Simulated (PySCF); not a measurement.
**Bond length, frequency and bond energy of KN by level of theory**

State: ³Σ⁻ (triplet), unpaired electrons π ↑↑. Set-up: K def2-SVP, N def2-SVP; no relativity (PySCF 2.14). De refers to K + N in their high-spin ground configurations, without counterpoise correction. The functionals are run spin-unrestricted. A positive dipole means K(−)N(+). Levels whose curve was spin-contaminated or gave no clean fit are not listed.

```tsv
Level	Re (Å)	ωe (cm⁻¹)	De (eV)	μ (D)
ROHF	2.552	342	-1.10	-9.88
ROHF-MP2	2.579	305	-0.180	n/a
ROHF-SCS-MP2	2.587	299	-0.123	n/a
ROHF-CCSD	2.779	151	0.009	n/a
ROHF-CCSD(T)	2.842	148	0.111	n/a
LC-ωPBE	2.519	328	0.69	-8.74
```

The bond length runs from 2.519 Å (LC-ωPBE) to 2.842 Å (ROHF-CCSD(T)). De spans -1.10 eV (ROHF, mean field) to 0.69 eV (LC-ωPBE, range-separated hybrid). Correlation at CCSD(T) changes the Hartree–Fock bond energy by +1.21 eV; the triples alone change it by +0.10 eV.

Correlated steps freeze 6 core orbitals. The bond is weak. Basis-set superposition, not corrected here, can be much of De in a small basis, most of all at correlated wavefunction levels. Functionals without a dispersion term scatter widely for such bonds, and LDA overbinds them. The CCSD T1 diagnostic is raised, a sign that a single reference may not be enough here. UHF is strongly spin-contaminated for KN, so the ROHF reference used there is far from stable. A negative De means that the minimum lies above the separated atoms at that level. The state is the lowest determinant that a PBE0 search found; another state may lie lower at other levels.
